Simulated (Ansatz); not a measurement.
One geometry of CH$_{6}$FGeN (`N[CH](F)[GeH3]`), several functionals.

```yaml
crystal:
  periodic: [false, false, false]
  atoms:
    - {symbol: N, position_ang: [-0.754211, 1.174967, -0.563449]}
    - {symbol: C, position_ang: [0.331897, 0.630928, 0.137781]}
    - {symbol: F, position_ang: [1.566736, 0.796317, -0.539583]}
    - {symbol: Ge, position_ang: [0.079378, -1.310206, 0.456298]}
    - {symbol: H, position_ang: [-0.928857, 0.721179, -1.449206]}
    - {symbol: H, position_ang: [-0.685398, 2.175513, -0.696791]}
    - {symbol: H, position_ang: [0.452983, 1.162767, 1.085018]}
    - {symbol: H, position_ang: [-0.363830, -1.947458, -0.872335]}
    - {symbol: H, position_ang: [1.397022, -1.938332, 0.928780]}
    - {symbol: H, position_ang: [-1.012519, -1.516774, 1.516587]}
basis:
  gaussian: {orbitals: def2-TZVPP}
hamiltonian: {xc: {name: wB97X-V}}
output: {orbitals: {seedname: orbitals}}
```

```sh
$ ansatz run in.yaml --threads 4 --pin off --events-out ev --progress --plain --max-ram 10444MiB
```

Output, abridged:

```
Functional definition: wB97X-V
1234 factors; their error is unknown
283 factors; integrals over basis functions are off by at most 5.3e-6 eV
mean field evaluation 1: about -61851.3281 eV, gradient 4.6e1 eV
mean field evaluation 2: about -61852.2574 eV, gradient 4.2e1 eV
mean field evaluation 4: about -61854.8557 eV, gradient 1.7e0 eV
mean field evaluation 8: about -61854.8644 eV, gradient 4.1e-2 eV
mean field evaluation 16: about -61855.0422 eV, gradient 5.7e-5 eV
mean field -61855.04220433 eV, -2273.1308741555 hartree, gradient 5.7e-5 eV, S^2 0.000000; 0 other end points of the search recorded, 0 dependent functions left out
reference -61855.04220246 eV, -2273.1308740871 hartree; 30, 30 occupied and 195, 195 virtual orbitals, 1234 factors
Total energy: -61855.04220246 eV, -2273.1308740871 hartree
```

It took 4 s on 4 threads of an Intel Xeon 6975P-C on a shared host, with 0.66 GiB of host memory at the peak.

With the line `hamiltonian: {xc: pbe0, dispersion: d4}` (abridged; 2.1 s):

```
Functional definition: PBE0
mean field evaluation 16: about -61849.0611 eV, gradient 3.4e-5 eV
mean field -61849.06112023 eV, -2272.9110733690 hartree, gradient 3.4e-5 eV, S^2 0.000000
Total energy: -61849.20239544 eV, -2272.9162651373 hartree
```
